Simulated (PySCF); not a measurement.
Al(Cl)(F)(SMe) (CH3AlClFS), SMILES C[S][Al]([F])[Cl]. Coordinates come from a PBE0-D3(BJ)/def2-SVP optimisation. The structure was generated by enumeration; whether it is a known compound was not checked. One conformer was computed; it need not be the lowest.

Computed equilibrium geometry at PBE0-D3(BJ)/def2-SVP (PySCF confirms it by a frequency run) as a Z-matrix, and its point group (one conformer of several):
point group Cs.
```
S
C 1 1.8353
H 2 1.0974 1 112.07
H 2 1.0978 3 109.32 1 120.17
H 2 1.0978 3 109.32 4 119.66
Al 1 2.1492 2 100.30 3 0.00
F 6 1.6614 1 118.45 2 0.00
Cl 6 2.0812 7 119.34 3 180.00
```
